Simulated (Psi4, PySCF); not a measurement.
Input for Psi4:
```
memory 2 GB

molecule mol {
0 2
  C     1.591205   -0.309065   -0.074235
  C     0.141277   -0.746968   -0.194138
  S    -1.004971    0.599201    0.152190
  H     1.798620    0.048213    0.931932
  H     2.249033   -1.148568   -0.290440
  H     1.805409    0.493498   -0.776411
  H    -0.087622   -1.545847    0.513545
  H    -0.080798   -1.098314   -1.203423
}

set basis 6-311g**
set reference uks
set scf_type pk
set puream true
set d_convergence 1e-8
set dft_radial_points 99
set dft_spherical_points 590

energy('pbe0')
print_variables()
```

Task: Convert this to an input for PySCF.

Result: Several could match; the one computed here: 
```python
from pyscf import gto, scf, dft

mol = gto.M(
    atom='''
C     1.59120474   -0.30906457   -0.07423518
C     0.14127741   -0.74696820   -0.19413812
S    -1.00497093    0.59920090    0.15218980
H     1.79862002    0.04821331    0.93193225
H     2.24903285   -1.14856825   -0.29044018
H     1.80540898    0.49349823   -0.77641106
H    -0.08762157   -1.54584703    0.51354516
H    -0.08079833   -1.09831398   -1.20342314
''',
    basis='6-311g**',
    spin=1,
    verbose=4,
)

mf = dft.UKS(mol)
mf.xc = 'pbe0'
mf.grids.atom_grid = (99, 590)
mf.grids.prune = None
mf.kernel()
```

Both were run: Psi4 gave -477.161422 Eh and PySCF -477.161423 Eh, 0.000 mEh apart.
